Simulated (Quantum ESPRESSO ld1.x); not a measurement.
ld1.x (Quantum ESPRESSO 7.5) input

```
 &input
    zed=19.0,
    iswitch=1,
    rel=1,
    dft='REVPBE',
    config='[Ne] 3s2 3p4 4s0 3d0',
    verbosity='high',
    prefix='ld1',
    max_out_wfc=37,
    file_charge='ld1.rho',
 /
```

Command: `OMP_NUM_THREADS=1 ld1.x < ld1.in > ld1.out`

It prints:

```
     Program LD1 v.7.5 starts

     --------------------------- All-electron run ----------------------------

     scalar relativistic calculation

     atomic number is 19.00
     dft =REVPBE   lsd =0 sic =0 latt =0  beta=0.20 tr2=1.0E-14
     Exchange-correlation= REVPBE
                           (   1   4   4   4   0   0   0)
     mesh =1945 r(mesh) = 100.23937 a.u. xmin = -8.00 dx = 0.00800
     1 Ry =  13.60569312 eV, c = 137.03599908

     n l     nl                  e(Ry)          e(Ha)          e(eV)
     1 0     1S 1( 2.00)    -262.148499636    -131.074249818  -3566.7120387
     2 0     2S 1( 2.00)     -29.105432373     -14.552716186   -395.9995811
     2 1     2P 1( 6.00)     -23.720291735     -11.860145868   -322.7310101
     3 0     3S 1( 2.00)      -5.322579101      -2.661289550    -72.4173779
     3 1     3P 1( 4.00)      -4.025072554      -2.012536277    -54.7639020
     4 0     4S 1( 0.00)      -1.684244415      -0.842122207    -22.9153127
     3 2     3D 1( 0.00)      -2.157723542      -1.078861771    -29.3573244

     final scf error:  9.8E-16 reached in  21 iterations

     Etot =   -1198.306302 Ry,    -599.153151 Ha,  -16303.787816 eV

     Ekin =    1205.675522 Ry,     602.837761 Ha,   16404.051153 eV
     Encl =   -2804.830224 Ry,   -1402.415112 Ha,  -38161.659293 eV
     Eh   =     465.410421 Ry,     232.705211 Ha,    6332.231371 eV
     Exc  =     -64.562021 Ry,     -32.281011 Ha,    -878.411047 eV

     normalization and overlap integrals

     s(1S/1S) =  1.000000  <r> =   0.0810  <r2> =    0.0088  r(max) =   0.0531
     s(1S/2S) = -0.001579
     s(1S/3S) = -0.000560
     s(1S/4S) = -0.000243
     s(2S/2S) =  1.000000  <r> =   0.3869  <r2> =    0.1774  r(max) =   0.3184
     s(2S/3S) = -0.000302
     s(2S/4S) = -0.000128
     s(2P/2P) =  1.000000  <r> =   0.3497  <r2> =    0.1516  r(max) =   0.2628
     s(2P/3P) = -0.000235
     s(3S/3S) =  1.000000  <r> =   1.2011  <r2> =    1.6532  r(max) =   1.0487
     s(3S/4S) = -0.000070
     s(3P/3P) =  1.000000  <r> =   1.2938  <r2> =    1.9479  r(max) =   1.1091
     s(4S/4S) =  1.000000  <r> =   2.9773  <r2> =    9.9416  r(max) =   2.7831
     s(3D/3D) =  1.000000  <r> =   1.5581  <r2> =    2.9431  r(max) =   1.2015

     ------------------------ End of All-electron run ------------------------
```

Run on one thread of a shared host, so times are rough (Intel(R) Xeon(R) Processor @ 2.60GHz): 0.58 s of CPU time, 0.61 s wall, 21 iterations on 1945 mesh points.
